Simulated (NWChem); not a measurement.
Species: C2H7S cation; SMILES C[SH+]C

All runs: NWChem. Pople sets run with spherical d functions. Geometry: optimised at PBE-D3(BJ)/def2-SVP. Gas-phase geometry, NWChem's default radii.

COSMO at PBE0/6-31G* gives an electrostatic solvation energy of -31.69 kcal/mol for ε = 2.0. Its surface charges are scaled by f = (ε − 1)/ε.

Question: Estimate the value for ε = 78.4 from the scaling alone and compare it with a run, and give the Born radius that the larger ε implies.

Answer: 
1. f = 0.5000 and 0.9872; their ratio is 1.974.
2. With a rigid solute density the energy is proportional to f: -31.69 × 1.974 = -62.57 kcal/mol.
3. The run gives -62.77 kcal/mol, 0.20 lower; the difference is the response of the solute's density to the stronger field.
4. Born: ΔG = −166.0 q² f / a (kcal/mol, a in Å), so a = 2.61 Å.
